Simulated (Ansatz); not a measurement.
Correlation energies of CH₅InSe (`[CH3][InH][SeH]`) by basis set

| atom | x (Å) | y (Å) | z (Å) |
| --- | --- | --- | --- |
| C1 | 0.8694 | 0.9437 | -0.0950 |
| In2 | -0.9024 | -0.0502 | 0.5866 |
| Se3 | -1.2992 | -2.3588 | -0.3401 |
| H4 | 1.0614 | 1.8531 | 0.4736 |
| H5 | 1.7227 | 0.2709 | -0.0025 |
| H6 | 0.7487 | 1.2012 | -1.1488 |
| H7 | -2.1296 | 0.4647 | 1.6717 |
| H8 | -0.0710 | -2.3247 | -1.1455 |

Total charge 0; spin multiplicity 1. Correlated methods include outer-core shells of In, Se, which these sets cover unevenly. Scalar relativity is left out up to krypton. In: def2 effective core potential. All single points use the PBE0-D4/def2-TZVP geometry. It is one conformer, not always the lowest. Frozen core, restricted reference, the Gaussian-basis code of Ansatz.

```tsv
basis	HF (Eh)	MP2 corr.	CCSD corr.	(T)	CCSD(T) total
def2-SVP	-2629.52373	-0.47604	?	?	?
def2-TZVPP	-2629.87509	-0.74863	?	-0.02677	?
def2-QZVPP	?	-1.25191	–	–	–
```

**Question.** Fill in the withheld values. (Best estimate.)

**Answer.** Ansatz gave: def2-SVP CCSD corr.: -0.50991; def2-SVP (T): -0.01446; def2-SVP CCSD(T) total: -2630.04810; def2-TZVPP CCSD corr.: -0.76921; def2-TZVPP CCSD(T) total: -2630.67107; def2-QZVPP HF (Eh): -2629.92578.
